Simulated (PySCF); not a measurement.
Species: C7H7O (doublet state).
SMILES with atom numbers: `[CH2:1]=[CH:2][C:3]1=[CH:4][CH:5][CH2:6][C:7]1=[O:8]` (hydrogens: H9, H10 on C1; H11 on C2; H12 on C4; H13 on C5; H14, H15 on C6)

Cartesian coordinates in Å at the GFN2-xTB level; atoms count from 1:
```xyz
15
C7H7O angstrom
C      2.652    0.285    0.224
C      1.688   -0.306   -0.506
C      0.298   -0.179   -0.256
C     -0.727   -0.798   -1.017
C     -1.953   -0.488   -0.535
C     -1.842    0.409    0.644
C     -0.334    0.597    0.808
O      0.194    1.272    1.671
H      3.694    0.154   -0.011
H      2.402    0.907    1.066
H      1.960   -0.930   -1.352
H     -0.532   -1.432   -1.866
H     -2.896   -0.827   -0.928
H     -2.334    1.371    0.489
H     -2.274   -0.027    1.547
```

The hyperfine couplings belong to this conformer and change with its torsions.

Method used: UKS B3LYP, pcH-1 on C H O, non-relativistic, mean-field spin-orbit, GIAO (PySCF 2.14.0). One conformer (not necessarily the lowest) at the GFN2-xTB geometry, without solvent, vibrations or thermal averaging. A GFN2-xTB geometry isn't a minimum of the functional, and hyperfine couplings can be far from their values at a DFT geometry. Stability of the SCF solution: not tested. ⟨S²⟩ is 0.783 where a pure state has 0.75.

Computed for the main isotopes (class means, splittings of 0.05 mT or more): g = 2.0035; H13 1H -29.2 MHz (1.04 mT); H9 1H -24.8 MHz (0.88 mT); H10 1H -24.2 MHz (0.86 mT); H14/H15 1H +11.5 MHz (0.41 mT); H11 1H +8.6 MHz (0.31 mT); H12 1H +7.8 MHz (0.28 mT); 96 first-order lines, 4.20 mT wide. Two of these splittings differ by less than 0.03 mT, so with lines wider than that fewer lines would be seen.

Problem. What changes when 1H at H11 is replaced by 2H?

Solution. At a fixed geometry a is proportional to g_N: 0.85744/5.58569 = 0.1535, so a goes from +8.6 to +1.3 MHz (0.047 mT). The spin goes from 1/2 to 1, so the 1:1 doublet becomes a 1:1:1 triplet. The spectrum then has 144 first-order lines over 3.99 mT, counting the new splitting although it is under 0.05 mT.

Problem. Where do the 13C satellites of C3 appear, and how strong are they?

Solution. a = +41.6 MHz, or 1.48 mT in magnitude, and I = 1/2, so to first order each main line has two satellites, at ±0.74 mT. The isotope's abundance is about 1.07 %, shared among 2 lines, so each has 0.54 % of the main line's intensity.

Problem. Give position and intensity of the satellites from 13C at C5.

Solution. a = +36.6 MHz, or 1.31 mT in magnitude, and I = 1/2, so to first order each main line has two satellites, at ±0.65 mT. The isotope's abundance is about 1.07 %, shared among 2 lines, so each has 0.54 % of the main line's intensity.
